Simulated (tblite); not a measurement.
Species: C6H6NO (doublet state).
Geometry (GFN2-xTB, Å), atoms numbered from 1 in this order:
```xyz
14
C6H6NO angstrom
C      3.7373    1.0409    0.6655
C      2.5939    0.4458    0.5432
C      1.4110   -0.0828    0.3631
C      0.3280   -0.6636    0.2608
C     -0.9953   -1.1552   -0.0174
N     -1.7990   -0.1728   -0.7412
C     -2.9795    0.2631   -0.2681
O     -3.5245   -0.1448    0.7263
H      4.5353    0.6343    1.2736
H      3.9638    1.9768    0.1685
H     -0.9318   -2.0839   -0.6016
H     -1.5385   -1.3609    0.9129
H     -1.3825    0.2575   -1.5518
H     -3.4189    1.0452   -0.9159
```

Level: GFN2-xTB in tblite, geometry and Hessian alike; calculated harmonic values, unscaled, isolated species. Errors from tens to a few hundred cm⁻¹ against measured bands are possible. One conformer, not necessarily the lowest. Open shells enter through the occupations alone, without spin polarisation, and single modes of such species can be off by tens of per cent.

Harmonic wavenumbers (cm⁻¹): 31.2, 60.3, 107.1, 128.6, 137.2, 235.8, 252.7, 268.2, 282.0, 432.7, 441.9, 508.0, 685.8, 765.6, 825.4, 913.1, 930.0, 942.1, 997.3, 1154.7, 1175.7, 1193.6, 1289.6, 1368.0, 1383.4, 1400.0, 1408.9, 1768.0, 1907.3, 2138.0, 2766.0, 2878.3, 2926.3, 2986.3, 3010.9, 3455.7.

A = 7777, B = 700.0, C = 687.0 MHz; mass 108.045 u (most abundant isotopes); point group C1, symmetry number 1; spin multiplicity 2.

Question: What is the zero-point energy?

Answer: ½Σν̃ = 21578 cm⁻¹ = 258.13 kJ/mol.

Question: Entropy at 350 K, 1 bar (ideal gas, RRHO, classical rotation)?

Answer: Translation 170.59, rotation 122.68, vibration 143.12, spin (R ln 2) 5.76: S = 442.1 J/(mol K).

Question: And Cp and H(350 K) − H(0)?

Answer: Cp = 155.82 J/(mol K), of which vibrations give 122.57 (their classical limit is 36 R = 299.3); H(350 K) − H(0) = 35.97 kJ/mol without the zero-point energy, 24.33 from vibrations.

Question: How do the functions run with temperature in this model?

Answer: 
```tsv
T (K)	S (J/(mol K))	Cp (J/(mol K))	H − H(0) (kJ/mol)	G − H(0) (kJ/mol)	ln q(vib)
50	252.1	58.2	2.21	-10.39	0.81
100	300.0	81.7	5.74	-24.26	2.23
298.15	418.3	142.0	28.25	-96.47	7.59
373.15	452.3	161.7	39.65	-129.14	9.40
500	503.8	190.7	62.06	-189.85	12.28
750	589.6	232.0	115.27	-326.89	17.41
1000	660.3	259.4	176.92	-483.38	21.97
```

q(vib) and H(0) count from the zero-point level.

Question: What must be added to the electronic energy to get the Gibbs energy at 350 K and 1 bar?

Answer: ZPE + [H(350 K) − H(0)] − T·S = 258.13 + 35.97 − 154.75 = 139.35 kJ/mol.

Hindered rotation and anharmonicity are outside this model. Other conformers, if any are populated, would add a mixing term that is left out. The structure is chiral; the term R ln 2 for an equal mix with its mirror image is left out.
